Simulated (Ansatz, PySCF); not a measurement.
Gas-phase reaction in SMILES: C=CCCCCC [hept-1-ene] -> [CH3] (CH3) + [CH2]CCCC=C (the C-C bond at the site shown breaks; other sites are not compared here)
Geometries: B3LYP-D3(BJ)/def2-TZVP minima from Ansatz (an electronic-structure program), one conformer each, not searched for the lowest. Frequencies are from Ansatz or PySCF.
Geometry of the first species:
```xyz
21

C      3.6805    -0.1131     0.1284
C      2.2922    -0.7454     0.1638
C      1.1714     0.2561    -0.1033
C     -0.2209    -0.3666    -0.0667
C     -1.3408     0.6465    -0.3310
C     -2.7003     0.0207    -0.3388
C     -3.6874     0.3199     0.4958
H      3.8821     0.3376    -0.8465
H      3.7725     0.6744     0.8804
H      4.4616    -0.8506     0.3218
H      2.2374    -1.5515    -0.5752
H      2.1285    -1.2161     1.1386
H      1.3325     0.7267    -1.0799
H      1.2263     1.0644     0.6347
H     -0.3890    -0.8365     0.9074
H     -0.2795    -1.1712    -0.8077
H     -1.3051     1.4401     0.4209
H     -1.1564     1.1238    -1.3009
H     -2.8614    -0.7508    -1.0886
H     -3.5702     1.0798     1.2606
H     -4.6471    -0.1784     0.4453
```
Charge 0, spin multiplicity 1.

Wanted: bond dissociation energy (enthalpy at 298 K, with B3LYP-D3(BJ) rigid-rotor harmonic-oscillator terms), in eV. Valence correlation only, unless marked. Open shells are spin-unrestricted. No spin-orbit coupling. No relativistic terms. CBS marks a two-point X^-3 extrapolation of the correlation energy; Hartree-Fock from the larger set. The bracket is a focal-point correction in the basis named.

```csv
level,program,bond dissociation energy (eV)
HF/cc-pVQZ,Ansatz,2.50
r2SCAN-D3(BJ)/def2-TZVPD,Ansatz + dftd3,3.51
```

### Question
What does RI-MP2/CBS(cc-pVTZ,cc-pVQZ)+[CCSD(T)-MP2]/cc-pVTZ (Ansatz) give?

### Answer
3.91 eV
